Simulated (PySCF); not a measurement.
Geometry:
| atom | x (Å) | y (Å) | z (Å) |
| --- | --- | --- | --- |
| C1 | 2.310 | 0.790 | -0.883 |
| O2 | 1.138 | 0.202 | -0.388 |
| C3 | 1.276 | -1.159 | -0.014 |
| Si4 | -0.501 | -1.539 | 0.584 |
| Si5 | -0.956 | 0.337 | 1.946 |
| Si6 | -1.967 | 1.387 | 0.095 |
| Si7 | -1.797 | -0.602 | -1.157 |
| H8 | 2.068 | 1.822 | -1.131 |
| H9 | 2.664 | 0.270 | -1.782 |
| H10 | 3.109 | 0.771 | -0.131 |
| H11 | 1.600 | -1.758 | -0.874 |
| H12 | 2.045 | -1.263 | 0.762 |
| H13 | -0.462 | -2.956 | 1.004 |
| H14 | -1.861 | 0.074 | 3.080 |
| H15 | 0.184 | 0.997 | 2.596 |
| H16 | -1.262 | 2.555 | -0.451 |
| H17 | -3.327 | 1.913 | 0.303 |
| H18 | -1.192 | -0.546 | -2.495 |
| H19 | -3.077 | -1.285 | -1.414 |

Single conformer, averaged over atoms made equivalent by symmetry, fast rotation or ring inversion, no solvent model, non-relativistic Hamiltonian. Geometry from GFN2-xTB; PBE0/pcSseg-1 with gauge-including orbitals; PySCF 2.14.0 with density-fitted response routines.

**Question.** List the cross peaks expected in HSQC, COSY and HMBC spectra.

**Answer.** 

HSQC (one-bond C–H):
| δH | δC |
| --- | --- |
| 3.56 (H11/H12) | 67.8 (C3) |
| 3.54 (H8/H9/H10) | 64.9 (C1) |

COSY cross peaks (H two or three bonds apart, from the bond graph; peaks can be absent where the dihedral angle is near 90°):
| δH | δH |
| --- | --- |
| 4.75 (H13) | 4.22 (H14/H19) |
| 4.75 (H13) | 4.16 (H15/H18) |
| 4.75 (H13) | 3.56 (H11/H12) |
| 4.22 (H14/H19) | 4.16 (H15/H18) |
| 4.22 (H14/H19) | 4.06 (H17) |
| 4.22 (H14/H19) | 4.02 (H16) |
| 4.16 (H15/H18) | 4.06 (H17) |
| 4.16 (H15/H18) | 4.02 (H16) |
| 4.06 (H17) | 4.02 (H16) |

HMBC (two and three bonds, from the bond graph):
| δH | δC |
| --- | --- |
| 4.75 (H13) | 67.8 (C3) |
| 4.22 (H14/H19) | 67.8 (C3) |
| 4.16 (H15/H18) | 67.8 (C3) |
| 3.56 (H11/H12) | 64.9 (C1) |
| 3.54 (H8/H9/H10) | 67.8 (C3) |

Chemical shifts δ = σref − σ; 1H and 13C vs TMS, all at this level.

Short H···H contacts in this conformer between protons four or more bonds apart (candidates for NOE cross peaks, intensity ∝ r⁻⁶): H10···H12 2.46 Å.

Shifts are as computed. Against solution values, carbons near 30 ppm lie about +3 ppm off and those near 130 ppm about +5 ppm. Of 1211 compounds with measured shifts, 218 miss one by over three times the rms of a fit or turn the order of signals round; such compounds aren't used in these exercises.
